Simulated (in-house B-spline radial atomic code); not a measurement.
S⁶⁺. Computed with a B-spline radial atomic code. Model: all-electron spherical atom, spin shells full or empty, radial basis limit, no spin-orbit coupling, Breit or QED, empty-state partial waves extrapolated as (l+1/2)^-4, RPA, G0W0 and static COHSEX of the highest shell as one setting changes (uncorrelated shells keep exact exchange).

Empty levels are discrete states of a finite basis, so the steps are uneven.

Given: element S; charge 6; filled core He; hamiltonian non-relativistic; mean-field start PBE; highest l of empty states 9; lowest nl shells left uncorrelated 1; highest mean-field shell 2p; box radius 9.29 bohr.

Shell: 2s 1 1, 2p 3 3 (electrons up and down).

```csv
highest empty level kept (hartree),RPA correlation energy (hartree),G0W0 level (eV),G0W0 minus most complete (meV),COHSEX level (eV),linearised minus solved G0W0 (meV)
16.33,-0.24564,-279.53,1353.3,-281.62,-31.9
32.67,-0.33609,-279.95,936,-282.83,-32.7
57.17,-0.40318,-280.34,541.9,-283.94,-33.8
98,-0.44226,-280.58,303.6,-284.6,-34.5
163.33,?,?,?,?,?
294,-0.48067,-280.83,52.1,-285.29,-35.3
490,-0.48513,-280.86,20.1,-285.37,-35.4
980,-0.48751,-280.88,3.1,-285.41,-35.5
1960,-0.48787,-280.88,0.6,-285.42,-35.5
4083.3,?,?,?,?,?
9800,-0.48795,-280.88,0,-285.42,-35.5
32667,-0.48795,-280.88,0,-285.42,-35.5
```

What follows for highest empty level kept = 4083.3?

RPA correlation energy -0.48794 hartree; G0W0 level -280.88 eV; G0W0 minus most complete 0.1 meV; COHSEX level -285.42 eV; linearised minus solved G0W0 -35.5 meV.

What follows for highest empty level kept = 163.33?

RPA correlation energy -0.46619 hartree; G0W0 level -280.73 eV; G0W0 minus most complete 150 meV; COHSEX level -285.03 eV; linearised minus solved G0W0 -35 meV.
